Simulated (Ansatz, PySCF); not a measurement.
Br3Sn (SMILES [Br][Sn]([Br])[Br]), doublet, at a GFN2-xTB geometry (such geometries of metal compounds can be far from the true shape) (the spin is typed, not shown lowest) (core potentials on Sn). Base run: PBE0/def2-SVP run with PySCF.

Input for PySCF:
```python
from pyscf import gto, scf, dft

mol = gto.M(
    atom='''
Sn   -0.30559618    0.27078947    0.55707516
Br   -1.69678763   -1.64465708   -0.53914098
Br    0.10094843    2.02068988   -1.33464601
Br    2.03240517   -0.76287491    1.07796533
''',
    basis='def2-svp',
    ecp={'Sn': 'def2-svp'},
    spin=1,
    verbose=4,
)

mf = dft.UKS(mol)
mf.xc = 'pbe0'
mf.kernel()
```

The same geometry, method and basis name were run in Ansatz (a quantum-chemistry and plane-wave program) and PySCF, at each program's defaults and at the settings that a row names. The base is PySCF at its defaults. Differences at the defaults can come from grids, fitting, cores and function types together.

```json
[
 {"code and settings": "PySCF, defaults (exact integrals, its default grid, spherical functions)", "ΔE vs base (mEh)": "0.000", "basis functions": "122", "E (Eh)": "-7935.06653", "SCF cycles": "13", "dipole (D)": "2.35"},
 {"code and settings": "Ansatz, defaults (factorised integrals, its default grid, spherical functions)", "ΔE vs base (mEh)": "0.006", "basis functions": "122", "E (Eh)": "-7935.06653", "SCF cycles": "-", "dipole (D)": "-"},
 {"code and settings": "PySCF, density fitting with def2-universal-jkfit", "ΔE vs base (mEh)": "-0.002", "basis functions": "122", "E (Eh)": "-7935.06653", "SCF cycles": "13", "dipole (D)": "2.35"},
 {"code and settings": "PySCF, fine grid", "ΔE vs base (mEh)": "0.003", "basis functions": "122", "E (Eh)": "-7935.06653", "SCF cycles": "13", "dipole (D)": "2.35"}
]
```

Open shells are given as the SCF converged; they aren't shown to be the lowest states, and a large step between rows can be another state.
